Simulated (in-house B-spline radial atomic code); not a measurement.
A fraction x of an electron is removed from 4d in Rh II (Rh+), starting from [Kr] 4d8 and keeping the highest spin. Level of theory: scalar-relativistic (X2C) PBE0, spin-polarised, spherical fractional occupations, Fermi nucleus of rms radius 4.4945 fm; calculated with an all-electron radial atomic-structure program (B-spline basis).

Caution: exact exchange at fractional occupations of open shells leaves self-interaction of up to several eV.

```
   x  E(x) - E(0) (eV)  4d down level (eV)
   0            0.0000             -13.011
0.17            2.3597             -14.759
0.26            3.7304             -15.704
0.43            6.5543             -17.525
 0.5            7.8077             -18.288
0.59            9.4982             -19.280
0.73           12.3067             -20.846
0.75           12.7259             -21.072
0.98           17.8747             -23.712
   1           18.3512             -23.945
```

The exact functional would give a straight line between the two integer points. Deviations E(x) - E(0) - x[E(1) - E(0)], in eV: -0.76 at x = 0.17, -1.041 at x = 0.26, -1.337 at x = 0.43, -1.368 at x = 0.5, -1.329 at x = 0.59, -1.09 at x = 0.73, -1.037 at x = 0.75, -0.109 at x = 0.98.

The curve lies below the straight line by up to 1.368 eV (at x = 0.5): convex, the delocalisation error, to which spherically averaged exact exchange adds.

**Question.** How well does Slater's transition state (minus the level at half occupation) give the ionisation energy?

**Answer.** It gives 18.288 eV against 18.351 eV from the two total energies; NIST lists 18.08 eV, ground level to ground level. The end point has an open shell averaged over its orbitals, so its exact exchange keeps a self-interaction and this is no true integer point.
